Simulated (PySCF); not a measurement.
GeS, neutral, multiplicity 1.

```xyz
2

Ge     0.0000     0.0000    -0.6762
S      0.0000     0.0000     1.3523
```

Geometry optimised at B3LYP-D3(BJ)/def2-TZVP.

These are KT2/pcSseg-2 in PySCF values and carry that method's errors. Non-relativistic, no solvent.

Question: Give the absolute GIAO shielding of each atom: isotropic value and principal components (ppm). (The exact figures need the calculation; the answer reports its results.)

Answer: 
```tsv
atom	σ(iso)	σ11	σ22	σ33	span
Ge1	458.8	-695.3	-695.3	2767.1	3462.4
S2	-198.9	-830.8	-830.8	1064.8	1895.5
```
